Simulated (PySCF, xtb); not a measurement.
Si(Cl)(OMe) (CH3ClOSi), SMILES CO[Si]Cl (connectivity only; charge and spin as stated), neutral, multiplicity 1.

xtb with GFN2-xTB at its own geometry gives an orbital gap of 3.34 eV and a dipole moment of 1.41 D.

Geometry: ωB97X-D3(BJ)/def2-SVP. One conformer was computed; it need not be the lowest.

What does PySCF with ωB97X/def2-TZVPD give? (Estimate from the structure and the level; the computed values follow.)

gap 9.92 eV (levels -9.84 and 0.09 eV), dipole 1.60 D.
